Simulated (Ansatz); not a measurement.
Geometry optimisation, RHF/def2-SVP (Ansatz).

Input:

```yaml
crystal:
  periodic: [false, false, false]
  atoms:
    - { symbol: W, position_ang: [0.0, 0.0, 0.0] }
    - { symbol: Cl, position_ang: [0.0, 0.0, 2.39] }
    - { symbol: H, position_ang: [1.72, 0.0, 0.0] }
    - { symbol: O, position_ang: [0.0, 1.94, 0.0] }
    - { symbol: H, position_ang: [-0.6343, 2.2771, -0.71] }
    - { symbol: F, position_ang: [-1.85, 0.0, 0.0] }
    - { symbol: H, position_ang: [0.0, -1.72, 0.0] }
    - { symbol: H, position_ang: [0.0, 0.0, -1.72] }
basis:
  gaussian: { orbitals: def2-SVP }
hamiltonian:
  xc: hf
relax:
  f_tol: 0.02
  max_steps: 40
```

Launched with:

```bash
$ ansatz run input.yaml --threads 1 --pin off --max-ram 2048MiB --backend cpu --events-out ev --progress --plain --runs-dir out
```

**Question.** Where does it end, and by what steps?

**Answer.** The forces met the threshold. After 16 steps the energy has fallen by 3.049 eV; H5 moved furthest, 0.86 Å.

| step | energy less start (eV) | largest force component (eV/Å) | accepted |
| --- | --- | --- | --- |
| 0 | 0.0000 | 4.321 | yes |
| 1 | -1.2334 | 1.434 | yes |
| 2 | -1.9601 | 2.962 | yes |
| 3 | -2.5430 | 1.293 | yes |
| 4 | -2.4312 | 4.500 | no |
| 5 | -2.7515 | 0.607 | yes |
| 6 | -2.8512 | 0.478 | yes |
| 7 | -2.9410 | 0.610 | yes |
| 8 | -2.9625 | 1.701 | yes |
| 9 | -2.9814 | 1.093 | yes |
| 10 | -2.9895 | 0.616 | yes |
| 11 | -3.0457 | 0.087 | yes |
| 12 | -3.0418 | 0.556 | no |
| 13 | -3.0480 | 0.052 | yes |
| 14 | -3.0484 | 0.059 | yes |
| 15 | -3.0486 | 0.023 | yes |
| 16 | -3.0486 | 0.015 | yes |

```xyz
8
Properties=species:S:1:pos:R:3
W -0.387 0.185 0.292
Cl 0.412 -0.260 2.429
H 1.199 0.117 -0.170
O -0.274 1.977 -0.208
H 0.190 2.479 -0.861
F -2.065 -0.564 -0.110
H 0.203 -1.301 -0.124
H -0.042 -0.136 -1.287
```

Whether the end is a true minimum wasn't checked by a vibrational analysis.

The run took 42 s on 1 thread of Arm Neoverse V2 (shared host), peak memory 0.19 GiB.
